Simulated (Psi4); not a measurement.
C₆H₁₄, charge -1, doublet, at the geometry of the source list (a state made from the parent by changing its charge; the spin is typed, not shown lowest) (a gas-phase anion, which may not be bound at this level); CCSD(T)/STO-3G (Psi4).

The Psi4 input:
```
memory 2 GB

molecule {
-1 2
C     2.83340000    0.85030000   -0.34240000
C     1.82880000    0.00110000    0.42560000
C     0.44440000    0.03160000   -0.21760000
C    -0.56010000   -0.81700000    0.55810000
C    -1.93330000   -0.90240000   -0.10840000
C    -2.66640000    0.43210000   -0.15860000
H     2.93620000    0.49080000   -1.36410000
H     2.50950000    1.88830000   -0.37790000
H     3.81090000    0.81330000    0.13320000
H     2.18440000   -1.03130000    0.46810000
H     1.75560000    0.36640000    1.45290000
H     0.09860000    1.06580000   -0.26140000
H     0.51550000   -0.34040000   -1.24290000
H    -0.67420000   -0.40920000    1.56570000
H    -0.15880000   -1.82930000    0.65710000
H    -1.81730000   -1.29070000   -1.12340000
H    -2.54310000   -1.61770000    0.44960000
H    -2.74670000    0.86090000    0.83800000
H    -3.67090000    0.29620000   -0.55390000
H    -2.14660000    1.14120000   -0.79750000
}

set {
  basis sto-3g
  reference uhf
  cc_type df
  mp2_type df
  scf_type df
}

energy('ccsd(t)')
print_variables()
```

It wrote (shortened):

```
Traceback (most recent call last):
  File "psi4", line 375, in <module>
  File "<string>", line 44, in <module>
  File "site-packages/psi4/driver/driver.py", line 461, in energy
  File "site-packages/psi4/driver/task_planner.py", line 255, in task_planner
  File "site-packages/psi4/driver/driver_util.py", line 222, in negotiate_derivative_type
  File "site-packages/psi4/driver/driver_util.py", line 344, in highest_analytic_derivative_available

psi4.driver.p4util.exceptions.MissingMethodError: Method=ccsd(t) is not available for any derivative level under conditions CC_TYPE=DF, REFERENCE=UHF, FREEZE_CORE=FALSE, QC_MODULE=(auto). See https://psicode.org/psi4manual/master/introduction.html#ss-ccsd-prt-pr. Or did you mean? ccsd(at) a-ccsd(t) ccsd(t)_l bccd(t) qcisd(t)

Printing out the relevant lines from the Psithon --> Python processed input file:
    core.set_global_option("BASIS", "sto-3g")
    core.set_global_option("REFERENCE", "uhf")
    core.set_global_option("CC_TYPE", "df")
    core.set_global_option("MP2_TYPE", "df")
    core.set_global_option("SCF_TYPE", "df")
--> energy('ccsd(t)')
    print_variables()

!----------------------------------------------------------------------------------!
!                                                                                  !
!  Method=ccsd(t) is not available for any derivative level under conditions       !
!     CC_TYPE=DF, REFERENCE=UHF, FREEZE_CORE=FALSE, QC_MODULE=(auto). See          !
!     https://psicode.org/psi4manual/master/introduction.html#ss-ccsd-prt-pr. Or   !
!     did you mean? ccsd(at) a-ccsd(t) ccsd(t)_l bccd(t) qcisd(t)                  !
!                                                                                  !
!----------------------------------------------------------------------------------!
```

The program refused the input.
